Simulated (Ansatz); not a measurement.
The cluster Cs8⁻, relaxed as a doublet with UKS PBE0/def2-SVPD in Ansatz, starting from the GFN1-xTB geometry. Force threshold 0.02 eV/Å.

In the def2 sets Cs takes a core potential; there is no spin–orbit coupling. The structure comes from a short search, and lower isomers may exist.

Start:

```csv
atom,x (Å),y (Å),z (Å)
Cs1,-2.9770,4.1775,-0.4319
Cs2,-2.4228,-0.1931,-1.6284
Cs3,3.0853,-1.4756,-3.9681
Cs4,2.1510,1.7304,-0.9276
Cs5,-4.1502,-2.8395,1.6239
Cs6,1.5854,-2.3537,0.1758
Cs7,-1.5505,0.8482,2.3877
Cs8,4.2788,0.1058,2.7687
```

(1) Estimate the energy that the relaxation releases and the steps that it takes.

(2) Does the start keep its bonding?

(3) Predict the relaxed structure.

Answers

(1) 1.08 eV, in 10 steps; 10 min on 4 threads of Intel Xeon on a shared host. The force fell under the threshold at step 7, but the optimiser went on and released 0.018 eV more. No frequencies were taken in this run, so the end may be a saddle point.

(2) Bonds lost: Cs2–Cs7, Cs4–Cs6 (atoms count from 1). Metal–metal contacts that move far: Cs3–Cs6 4.49 to 5.68 Å, Cs2–Cs5 4.53 to 5.66 Å, Cs6–Cs7 5.00 to 5.69 Å, Cs2–Cs4 5.01 to 5.68 Å, Cs7–Cs8 5.89 to 5.35 Å, Cs2–Cs3 6.12 to 5.59 Å.

(3) 
Cartesian coordinates in Å:
```
Cs -3.031 4.110 -0.826
Cs -2.159 -0.703 -2.643
Cs 3.135 -0.962 -4.429
Cs 2.112 2.629 -0.948
Cs -4.190 -2.738 2.237
Cs 1.040 -3.300 0.302
Cs -1.042 1.150 3.168
Cs 4.134 -0.185 3.138
```
Bond lengths (bridged metal pairs left out): 16 × Cs–Cs 5.06 to 5.69 Å.
